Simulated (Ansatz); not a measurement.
Consider the formal hydrolysis of the In–S bond: `[NH2][In]([SH])[Br]` + H₂O → `[NH2][In]([OH])[Br]` + H₂S.

Program: Ansatz. Geometries: PBE0-D4/def2-TZVP. ΔE: electronic, gas phase. CCSD(T)/CBS adds triple-zeta CCSD(T) − MP2 to the extrapolated MP2 energy (def2 sets, frozen cores). This one scheme is used for every species. Functionals use def2-TZVPP. B3LYP here is the variant with VWN-RPA as its local correlation; programs differ in this. Elements past krypton have def2 core potentials. For Br, In outer-core shells are correlated without core-valence functions, which leaves a few kJ/mol of doubt a bond. Scalar relativity is left out up to krypton. One conformer a species, not always the lowest.

Is it downhill or uphill in electronic energy at CCSD(T)/CBS, and by how much? (An estimate is asked.)

Ansatz gave: Uphill: ΔE = +65.0 kJ/mol.

What do these levels give: BLYP-D4, PBE0-D4, B3LYP-D4, PBE, r2SCAN, r2SCANh, RPA@PBE/def2-TZVPP, HF/def2-SVP, CCSD/def2-SVP, CCSD(T)/def2-SVP, CCSD/def2-TZVPP, MP2/def2-QZVPP? (An estimate is asked.)

Computed: BLYP-D4 56.5, PBE0-D4 71.1, B3LYP-D4 63.0, PBE 61.5, r2SCAN 62.9, r2SCANh 65.7, RPA@PBE/def2-TZVPP 56.5, HF/def2-SVP 69.3, CCSD/def2-SVP 58.9, CCSD(T)/def2-SVP 58.4, CCSD/def2-TZVPP 63.3, MP2/def2-QZVPP 68.0 kJ/mol.

Largest T1 diagnostic among the species: 0.013.

Leaving LDA and LC-ωPBE aside and taking each functional with its dispersion term where it has one, the values, not all of them listed here, spread over 15.0 kJ/mol, from BLYP-D4 to HSE06-D4. LDA lies +4.6 kJ/mol from PBE without D4. At CCSD(T), def2-SVP lies −6.6 kJ/mol from the extrapolated value and def2-TZVPP −2.0 kJ/mol.
